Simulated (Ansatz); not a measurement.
Question: Name a neutral molecule of Al, B, C, N and H with HOMO–LUMO gap (PBE/def2-TZVPP) between 5.20 and 5.50 eV and HOMO energy (B3LYP/def2-TZVPP) between -7.55 and -7.25 eV (Ansatz, PBE0-D4/def2-TZVP geometry).

Answer: `CB[NH][AlH2]` (5.37 eV, -7.51 eV). Other molecules can fit too; these were computed, each in one conformer that needn't be the lowest.

B3LYP here is the variant with VWN-RPA as its local correlation; programs differ in this.
